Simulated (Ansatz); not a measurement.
Geometry optimisation, RKS PBE/def2-SVP (Ansatz 0.2.0).

input.yaml

```yaml
crystal:
  periodic: [false, false, false]
  atoms:
    - { symbol: Ta, position_ang: [-0.512399, 0.307776, 0.347311] }
    - { symbol: Cl, position_ang: [2.998686, -0.522628, -0.354769] }
    - { symbol: Cl, position_ang: [0.267123, -0.451067, 2.413528] }
    - { symbol: O, position_ang: [0.180316, 0.228449, -1.401876] }
    - { symbol: H, position_ang: [1.083783, -0.068623, -1.659001] }
    - { symbol: O, position_ang: [-2.114761, 1.290933, 0.34267] }
    - { symbol: H, position_ang: [-2.321524, 2.187338, 0.664735] }
    - { symbol: F, position_ang: [-1.407608, -1.351681, 0.134331] }
    - { symbol: Br, position_ang: [0.896454, 2.489033, 0.809205] }
    - { symbol: H, position_ang: [2.890531, 0.71787, 0.156366] }
basis:
  gaussian: { orbitals: def2-SVP }
hamiltonian:
  xc: pbe
relax:
  f_tol: 0.03
  max_steps: 50
```

Command:

```bash
$ ansatz run input.yaml --threads 4 --pin off --max-ram 5120MiB --backend cpu --events-out ev --progress --plain --runs-dir out
```

Q: Where does it end, and by what steps?

A: The run converged. After 21 steps the energy has fallen by 0.265 eV; Cl2 moved furthest, 1.83 Å.

```
step  energy less start (eV)  largest force component (eV/Å)  accepted
   0                  0.0000                           0.770       yes
   1                 -0.0258                           0.931       yes
   2                 -0.0567                           0.553       yes
   3                 -0.0886                           0.419       yes
   4                 -0.1234                           0.404       yes
   5                 -0.1468                           0.393       yes
   6                 -0.1650                           0.551       yes
   7                 -0.2141                           0.342       yes
   8                 -0.2313                           0.323       yes
   9                 -0.2487                           0.234       yes
  10                 -0.2534                           0.089       yes
  11                 -0.2527                           0.231        no
  12                 -0.2568                           0.114       yes
  13                 -0.2591                           0.096       yes
  14                 -0.2602                           0.137       yes
  15                 -0.2613                           0.103       yes
  16                 -0.2630                           0.039       yes
  17                 -0.2634                           0.068       yes
  18                 -0.2641                           0.065       yes
  19                 -0.2645                           0.059       yes
  20                 -0.2648                           0.036       yes
  21                 -0.2649                           0.019       yes
```

```xyz
10
Properties=species:S:1:pos:R:3
Ta -0.683 -0.022 0.594
Cl 3.006 0.890 -1.517
Cl -0.662 -0.933 2.726
O 0.573 -0.691 -0.605
H 1.383 -0.368 -1.091
O -1.746 1.497 0.186
H -1.472 2.433 0.186
F -2.081 -1.151 0.017
Br 1.117 1.766 1.337
H 2.526 1.407 -0.381
```

The run took 120 s on 4 threads of Intel(R) Xeon(R) Platinum 8259CL CPU @ 2.50GHz (Skylake/Cascade Lake), with other jobs on the host, peak memory 0.29 GiB.
